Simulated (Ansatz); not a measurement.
FH$_{2}$IO$_{2}$Zr (`[OH][Zr]([OH])([F])[I]`). Total charge 0; spin multiplicity 1. Zr, I: def2 effective core potential. The geometry is a stationary point of PBE0-D4/def2-TZVP. It is one conformer, not always the lowest.

```xyz
7

O     0.102    1.454    0.873
Zr    0.266    0.006   -0.341
O    -1.211   -1.177   -0.199
F     0.320    0.701   -2.112
I     2.580   -1.371    0.204
H    -0.082    2.090    1.559
H    -1.975   -1.703    0.016
```

**Question.** What is the dipole moment at r2SCAN/def2-TZVPP? (Estimate.)

**Answer.** The calculation gave: 3.87 D, with components (-3.16, 0.71, 2.13) D in this frame, pointing from negative to positive charge.

**Question.** And with PBE, B3LYP, ωB97M-V? (Estimate.)

**Answer.** Computed: PBE 3.79 D, B3LYP 3.84 D, ωB97M-V 3.98 D.

**Question.** Give the Mulliken charges with r2SCAN, ωB97M-V, B3LYP in def2-TZVPP. (Best estimate.)

**Answer.** Ansatz gave: 
```json
{"atom": "O1", "r2SCAN": "-0.52", "ωB97M-V": "-0.48", "B3LYP": "-0.51"}
{"atom": "Zr2", "r2SCAN": "1.29", "ωB97M-V": "1.23", "B3LYP": "1.30"}
{"atom": "O3", "r2SCAN": "-0.52", "ωB97M-V": "-0.48", "B3LYP": "-0.51"}
{"atom": "F4", "r2SCAN": "-0.38", "ωB97M-V": "-0.38", "B3LYP": "-0.39"}
{"atom": "I5", "r2SCAN": "-0.28", "ωB97M-V": "-0.24", "B3LYP": "-0.27"}
{"atom": "H6", "r2SCAN": "0.21", "ωB97M-V": "0.18", "B3LYP": "0.19"}
{"atom": "H7", "r2SCAN": "0.21", "ωB97M-V": "0.18", "B3LYP": "0.19"}
```

B3LYP here is the variant with VWN-RPA as its local correlation; programs differ in this.
